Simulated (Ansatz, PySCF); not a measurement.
Gas-phase reaction (SMILES): CN(C)B(O)O [dimethylaminoboronic acid] + F (HF) -> OB(O)F + CNC [N-methylmethanamine]; hydrogen fluoride cleaves one B-N bond, a model of a ligand-exchange step.

Geometries: B3LYP-D3(BJ)/def2-TZVP minima from Ansatz (a program for electronic structure), one conformer each, not searched for the lowest. Correlated levels leave the core frozen unless marked. Spin-orbit coupling is left out. No relativistic terms. CBS(X,Y): correlation extrapolated as X^-3; Hartree-Fock from the larger set. The bracket is a focal-point correction in the basis named. Thermal terms are rigid-rotor harmonic-oscillator values from B3LYP-D3(BJ) frequencies (Ansatz or PySCF) at 298.15 K and 1 atm. 1 Eh = 627.5095 kcal/mol.

| species | E, RI-MP2/CBS(aug-cc-pVTZ,aug-cc-pVQZ)+[CCSD(T)-MP2]/aug-cc-pVTZ (Ansatz) (Eh) | E, wB97M-V/def2-TZVPD (Ansatz) (Eh) | H - E (Eh) |
|---|---|---|---|
| CN(C)B(O)O | -310.90305 | -311.22211 | 0.12509 |
| F (HF) | -100.39388 | -100.46200 | 0.01259 |
| OB(O)F | -276.31349 | -276.56989 | 0.04166 |
| CNC | -135.00124 | -135.13331 | 0.09743 |

Task: Work out ΔE and ΔH at 298.15 K at the first level, then ΔH at the second.

Result: 
1. ΔE = [(-276.31349) + (-135.00124)] - [(-310.90305) + (-100.39388)] = -0.01780 Eh = -11.2 kcal/mol at RI-MP2/CBS(aug-cc-pVTZ,aug-cc-pVQZ)+[CCSD(T)-MP2]/aug-cc-pVTZ.
2. The terms H - E add up to 0.00141 Eh, so ΔH = (-0.01780 + (0.00141))×627.5095 = -10.3 kcal/mol.
3. At wB97M-V/def2-TZVPD the same steps give ΔE = -12.0 and ΔH = -11.1 kcal/mol, a shift of -0.8 from the first level.
4. These values are not checked against measurement here, since the tables used lack a sound gas-phase enthalpy of formation for at least one species.
